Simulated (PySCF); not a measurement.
K(Cl) anion (ClK), SMILES [Cl][K] (connectivity only; charge and spin as stated), charge -1, multiplicity 2.

Coordinates come from a r2SCAN-D4/def2-TZVPD optimisation. The multiplicity is an assumed one; other spin states were not compared.

These are r2SCAN-D4/def2-TZVPD (PySCF) values and carry that method's errors.

Frequencies are harmonic and unscaled.

```json
[
 {"mode": "1", "ν (cm⁻¹)": "210", "IR (km/mol)": "46.3", "moving atoms (share of kinetic energy)": "Cl 52 %, K 48 %"}
]
```
